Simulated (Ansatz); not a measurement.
Basis sets compared for the cluster Cu3Sn2⁺. Charge 1, multiplicity 1. Geometry PBE-D4/def2-SVP. Ansatz on 4 threads of Arm Neoverse V1 on a shared host; times are rough, and most runs start from earlier orbitals.

Cartesian coordinates in Å:
```
Cu 0.520 1.063 -0.815
Cu 1.755 0.116 1.109
Cu 0.266 -1.403 -0.155
Sn -0.774 0.433 1.321
Sn -1.767 -0.209 -1.460
```

In the def2 sets Sn takes a core potential; there is no spin–orbit coupling. The restricted singlet is unstable towards broken spin symmetry in Hartree–Fock (as tested in another run); at PBE-D4/def2-SVP, PBE-D4/def2-TZVP, PBE0-D4/def2-SVP, PBE0-D4/def2-TZVP this wasn't settled. No other spin state of charge 1 was run. Another isomer (singlet) lies 0.15 eV lower at PBE0-D4/def2-TZVP; other spin states weren't run for this one.

```
           level  functions  energy (Eh)  HOMO (eV)  LUMO (eV)  wall time
 PBE-D4/def2-SVP        145   -5348.6300      -9.03      -8.22      3.1 s
PBE0-D4/def2-SVP        145   -5348.6313      -9.76      -7.50        6 s
```

**Question.** Estimate the rows for PBE-D4/def2-TZVP (with forces), PBE0-D4/def2-TZVP.

**Answer.** 
```json
{"level": "PBE-D4/def2-TZVP (with forces)", "functions": "235", "energy (Eh)": "-5349.3892", "HOMO (eV)": "-9.24", "LUMO (eV)": "-8.38", "wall time": "7 s"}
{"level": "PBE0-D4/def2-TZVP", "functions": "235", "energy (Eh)": "-5349.3627", "HOMO (eV)": "-9.93", "LUMO (eV)": "-7.64", "wall time": "14 s"}
```
